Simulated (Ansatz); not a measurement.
Cost and result for the atomization energy of CH₄ClNOSi, SMILES `NC(=O)[SiH2]Cl` (9 atoms, 8 bonds).

Cartesian coordinates in Å:
```
N -0.3436 -1.4752 -0.3765
C -0.0258 -0.2295 -0.7752
O 0.1008 0.1081 -1.9389
Si 0.2612 1.1569 0.5038
Cl 0.0191 0.4537 2.4334
H -0.4918 -2.1952 -1.0667
H -0.4347 -1.6977 0.5992
H 1.6451 1.6526 0.3548
H -0.7304 2.2262 0.2659
```

The species carries charge 0 and has multiplicity 1. All single points use the PBE0-D4/def2-TZVP geometry. It is one conformer, not always the lowest. Program: Ansatz. All runs use 4 threads of an Arm Neoverse V1 on a shared host. Times are those of one run each, without the atoms' runs, and a repeat can differ threefold. Electronic energies, without spin–orbit coupling; frozen cores. CCSD(T)/CBS adds CCSD(T) − MP2 in def2-TZVPP to the MP2 limit, and its time is that of the two runs behind it. T1 = 0.015. B3LYP takes the VWN-RPA correlation (the form of Gaussian; ORCA's B3LYP/G).

CCSD(T)/CBS is a level of theory with its own doubt, some kJ/mol a heavy atom from the limit and from the frozen cores, so smaller differences don't rank the functionals.

```csv
level,functions,atomization (kJ/mol),difference from CCSD(T)/CBS,per bond
MP2/def2-QZVPP,431,3350.9,40.3,5.0
r2SCAN-D4/def2-TZVPP (with forces),233,3328.0,17.4,2.2
CCSD(T)/CBS(def2),–,3310.6,0.0,0.0
PBE-D4/def2-TZVPP (with forces),233,3418.7,108.1,13.5
B2PLYP/def2-TZVPP,233,3276.7,-33.9,-4.2
ωB97X-V/def2-TZVPP,233,3337.0,26.4,3.3
PBE0-D4/def2-TZVPP,233,3321.4,10.8,1.4
B3LYP-D4/def2-TZVPP (with forces),233,3316.9,6.3,0.8
ωB97M-V/def2-TZVPP (with forces),233,3333.7,23.1,2.9
CCSD(T)/def2-TZVPP,233,3198.2,-112.4,-14.1
```

Q: Order the runs by time, with rough figures. (Best estimate.)

A: The calculation gave: PBE-D4/def2-TZVPP (with forces) 2.6 s; PBE0-D4/def2-TZVPP 3.2 s; B3LYP-D4/def2-TZVPP (with forces) 4.8 s; r2SCAN-D4/def2-TZVPP (with forces) 5.5 s; B2PLYP/def2-TZVPP 6 s; ωB97X-V/def2-TZVPP 8 s; ωB97M-V/def2-TZVPP (with forces) 12 s; MP2/def2-QZVPP 20 s; CCSD(T)/def2-TZVPP 2.1 min; CCSD(T)/CBS(def2) 2.4 min.

In def2-TZVPP, CCSD(T) changes the Hartree–Fock value by +929.8 kJ/mol (the triples alone add +67.1 kJ/mol) and MP2 by +1015.7 kJ/mol; breaking electron pairs costs correlation energy, which Hartree–Fock lacks. The D4 term adds +33.3 kJ/mol with B3LYP and +17.4 kJ/mol with PBE0; it sums over pairs of atoms, weighted by their polarisabilities, and B3LYP, whose exchange is more repulsive, gets the larger term. From PBE to PBE0 (25 % exact exchange), in def2-TZVPP and without D4, the atomization energy moves by −94.1 kJ/mol: exact exchange takes away binding that semilocal exchange gives to molecules.
